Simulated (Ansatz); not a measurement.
Species: C₅H₉, net charge 0, doublet state. It need not be the lowest isomer of its formula. 
Structure (B3LYP-D3(BJ)/def2-TZVP (Ansatz, a quantum-chemistry and plane-wave program) minimum search):
```xyz
14

C      2.1259     0.2158    -0.5299
C      1.2731     0.3735     0.6867
C     -0.0964     0.1576     0.7120
C     -0.8787    -0.2288    -0.3550
C     -2.3504    -0.4479    -0.2765
H      1.7882     0.8618    -1.3475
H      3.1663     0.4618    -0.3209
H      2.0976    -0.8104    -0.9134
H      1.7569     0.6733     1.6077
H     -0.5993     0.3074     1.6644
H     -0.4102    -0.3880    -1.3206
H     -2.8914     0.2093    -0.9664
H     -2.6193    -1.4724    -0.5571
H     -2.7295    -0.2643     0.7300
```
Charge 0, spin multiplicity 2.

Property: atomisation energy (electronic, to ground-state atoms), in kJ/mol. Correlated levels leave the core frozen unless marked. Open shells are spin-unrestricted. Spin-orbit coupling is left out. Non-relativistic. The coupled-cluster limit lacks core correlation, which all-electron functionals hold. CBS marks a two-point X^-3 extrapolation of the correlation energy; Hartree-Fock from the larger set.

```
level            program  atomisation energy (kJ/mol)
---------------  -------  ---------------------------
PBE/def2-TZVPD    Ansatz                       5800.5
PBE0/def2-QZVPP   Ansatz                       5736.6
```

Task: Predict the CCSD(T)/CBS(cc-pVTZ,cc-pVQZ) result (Ansatz).

Result: 5674.0 kJ/mol
